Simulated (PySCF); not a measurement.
# NaSr⁻: energy against distance

Set-up: PySCF, scalar-relativistic core potentials, basis sets Na def2-SVPD, Sr def2-SVPD with ECP28. Energies in eV from Na⁻ + Sr in their ground configurations at the same level. State: ¹Σ⁺ (singlet), closed shell.

| R (Å) | PBE0 |
| --- | --- |
| 3.590 | -0.5135 |
| 3.757 | -0.5691 |
| 3.924 | -0.5999 |
| 4.049 | -0.6109 |
| 4.174 | -0.6138 |
| 4.299 | -0.6106 |
| 4.466 | -0.5991 |
| 4.675 | -0.5767 |
| 4.925 | -0.5429 |
| 5.259 | -0.4927 |

Task: Put a parabola through the three lowest points of the PBE0 curve and estimate Re, k and ωe (reduced mass 18.22 u; 1 eV/Å² = 0.16022 mdyn/Å; ωe = 1302.8·√(k/μ) cm⁻¹).

Result: Through R = 4.049, 4.174, 4.299 Å the second-order coefficient is 0.195 eV/Å², so Re ≈ 4.171 Å, k ≈ 0.0625 mdyn/Å and ωe ≈ 76 cm⁻¹. A polynomial fit of higher order to the unrounded PBE0 energies gives Re = 4.166 Å, k = 0.0642 mdyn/Å, ωe = 77.3 cm⁻¹; anharmonicity and rounding make the difference.

The higher-order fit for each curve: PBE0: Re = 4.166 Å, ωe = 77.3 cm⁻¹, De = 0.61 eV.

Closed-shell solutions of metal pairs were not tested for spin polarisation, which can lower them a little. For an ion De counts to the pair picked by the measured ionisation energies or electron affinities, which need not be the lowest pair at this level. The highest Kohn–Sham level is positive in this anion. Much of that is self-interaction error, but it also means that the finite basis helps to hold the extra electron.
